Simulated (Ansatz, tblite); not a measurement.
Forces on Al₇P₈H₂₄⁺, a nanocrystal cut from zinc blende AlP (hydrogen-capped) at its r2SCAN-D4/def2-SVP geometry. The state is a singlet with charge 1.

The xTB rows come from tblite. Single mean-field runs in def2-TZVP are fitted with def2-universal-jkfit.

GFN2-xTB (tblite), largest force 0.75 eV/Å:

```xyz
39
positions Å, forces eV/Å
Al   -3.891   -0.632   -1.712   -0.723   -0.114   -0.151
Al   -0.907    2.548   -2.351    0.020    0.314   -0.057
Al    0.026   -2.287   -2.704    0.145   -0.286   -0.086
Al   -0.579   -0.158    0.702   -0.145   -0.036    0.175
Al    2.981   -1.973   -0.163    0.116   -0.280   -0.110
Al    2.078    2.873    0.150   -0.007    0.320   -0.076
Al    2.329    0.199    3.606    0.273   -0.003    0.696
P    -2.447   -2.261   -2.720   -0.202   -0.139   -0.192
P    -3.156    1.517   -2.489   -0.235    0.051   -0.182
P    -2.947   -0.594    0.533   -0.341   -0.075    0.200
P    -0.197    2.015   -0.076    0.044    0.116   -0.073
P     0.546   -1.920   -0.348    0.087   -0.088   -0.085
P    -0.006   -0.208    3.046   -0.135   -0.053    0.375
P     3.365   -1.474    2.232    0.235   -0.058    0.183
P     2.644    2.300    2.491    0.199    0.130    0.197
H    -5.443   -0.918   -1.730    0.557    0.101    0.028
H    -1.182    4.108   -2.398    0.096   -0.410   -0.024
H    -0.015    1.691   -3.339   -0.229    0.257    0.220
H     0.419   -0.964   -3.479   -0.104   -0.339    0.163
H     0.433   -3.778   -3.057   -0.088    0.418    0.054
H     3.538   -0.702   -0.924   -0.103   -0.347    0.183
H     3.430   -3.483   -0.336   -0.089    0.414    0.017
H     1.994    4.455    0.118    0.060   -0.424   -0.022
H     3.020    1.933   -0.708   -0.208    0.256    0.216
H     2.616    0.145    5.158   -0.124    0.016   -0.553
H    -2.885   -2.339   -4.070    0.157   -0.109    0.639
H    -2.968   -3.503   -2.267    0.158    0.467   -0.325
H    -3.584    1.571   -3.844    0.103    0.089    0.649
H    -4.121    2.405   -1.940    0.336   -0.325   -0.354
H    -3.672    0.324    1.338    0.242   -0.537   -0.220
H    -3.272   -1.802    1.205    0.026    0.610   -0.147
H    -1.015    2.795    0.792    0.188   -0.216   -0.198
H     0.063   -3.058    0.363    0.100    0.298   -0.152
H    -0.426   -1.435    3.626    0.046    0.614   -0.126
H    -0.832    0.690    3.772    0.264   -0.532   -0.206
H     3.220   -2.661    3.001    0.205    0.471   -0.286
H     4.760   -1.280    2.426   -0.625   -0.224   -0.025
H     2.073    3.244    3.387    0.368   -0.323   -0.328
H     4.012    2.618    2.708   -0.665   -0.023   -0.018
```

PBE-D4/def2-TZVP (Ansatz), largest force 0.11 eV/Å:

```
Al 0.058 0.009 0.005
Al -0.069 -0.046 0.074
Al -0.077 0.002 0.078
Al -0.043 -0.011 0.052
Al -0.065 0.009 0.088
Al -0.057 -0.040 0.085
Al -0.015 0.001 -0.057
P 0.095 0.026 0.019
P 0.096 0.013 0.021
P 0.043 0.013 -0.076
P 0.048 0.016 -0.061
P 0.051 0.011 -0.060
P 0.066 0.016 -0.057
P -0.037 0.004 -0.091
P -0.034 -0.008 -0.094
H -0.091 -0.017 0.003
H -0.014 0.077 0.002
H 0.042 -0.057 -0.041
H 0.011 0.075 -0.027
H 0.021 -0.072 -0.014
H 0.017 0.073 -0.030
H 0.018 -0.076 -0.008
H -0.006 0.076 -0.002
H 0.040 -0.061 -0.035
H 0.013 -0.004 0.092
H -0.023 -0.009 -0.005
H -0.019 -0.003 -0.004
H -0.024 -0.002 -0.005
H -0.019 -0.005 -0.006
H -0.008 -0.007 0.015
H -0.010 0.002 0.015
H -0.002 -0.025 0.007
H -0.012 0.021 0.009
H -0.014 0.001 0.012
H -0.012 -0.008 0.011
H 0.009 0.003 0.018
H 0.009 -0.003 0.023
H 0.008 0.000 0.018
H 0.008 0.004 0.024
```

PBE0-D4/def2-TZVP (Ansatz), largest force 0.22 eV/Å:

```
Al 0.086 0.015 0.007
Al -0.047 -0.041 0.068
Al -0.055 0.009 0.071
Al -0.018 -0.004 0.021
Al -0.062 0.011 0.066
Al -0.054 -0.040 0.062
Al -0.022 0.001 -0.084
P -0.096 -0.146 -0.105
P -0.148 0.113 -0.093
P -0.104 -0.028 0.129
P -0.053 0.077 0.052
P -0.021 -0.097 0.037
P -0.107 -0.029 0.126
P 0.142 -0.115 0.098
P 0.091 0.144 0.113
H 0.045 0.008 0.003
H 0.006 -0.050 0.003
H -0.030 0.016 0.033
H -0.020 -0.032 0.029
H -0.015 0.048 0.011
H -0.021 -0.031 0.028
H -0.015 0.047 0.008
H 0.004 -0.051 0.003
H -0.030 0.018 0.032
H -0.011 0.001 -0.044
H 0.058 0.019 0.198
H 0.073 0.188 -0.057
H 0.060 -0.019 0.198
H 0.140 -0.138 -0.073
H 0.117 -0.134 -0.120
H 0.058 0.181 -0.100
H 0.121 -0.138 -0.123
H 0.061 0.188 -0.098
H 0.062 0.182 -0.095
H 0.121 -0.132 -0.117
H 0.012 0.180 -0.108
H -0.206 -0.019 -0.023
H 0.076 -0.147 -0.129
H -0.198 -0.056 -0.027
```
